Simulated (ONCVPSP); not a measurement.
Configuration tests for Co (Z = 27) (ONCV)

- Element: cobalt (Co)
- Generator: ONCVPSP 4.0.1
- Type: optimised norm-conserving Vanderbilt (ONCV)
- Functional: PBE
- Relativity: scalar-relativistic
- Frozen core: [Ne] 3s2
- Valence charge: 15
- Reference configuration: 3p6 3d7 4s1.5 (charge +0.5)
- Partial waves: 4s: rc 1.85 bohr, ncon 4, nbas 7, qcut 4.3 1/bohr, 3 projectors, debl 2.2 Ha; 3p: rc 0.90 bohr, ncon 4, nbas 7, qcut 9.4 1/bohr, 2 projectors, debl 3.8 Ha; 3d: rc 1.70 bohr, ncon 4, nbas 9, qcut 10.8 1/bohr, 2 projectors, debl 1.3 Ha
- Local potential: polynomial inside 0.85 bohr (lpopt 5, dvloc0 4 Ha)
- Core correction: polynomial model core, fcfact 0.5

Energies are relative to the spin-unpolarised reference configuration 3p6 3d7 4s1.5; without spin polarisation the order of configurations can differ from experiment.

| valence configuration | charge | ΔE all-electron (eV) | error AE − PS (meV) |
| --- | --- | --- | --- |
| 3p6 3d7 4s2 | 0 | -3.603 | -0.4 |
| 3p6 3d7 4s1 | +1 | 5.428 | -1.9 |
| 3p6 3d7.5 4s1.5 | 0 | -4.563 | +0.1 |

Task: What are ΔE and the potential's error for 3p6 3d7 4s0?

Result: ΔE = 22.213 eV all-electron; the error (AE − PS) is -21 meV.

Note: ghosts flagged at negative energy: s at -112.1 eV; no localised positive-energy state flagged. A true bound ghost makes a file unfit for plane-wave use.
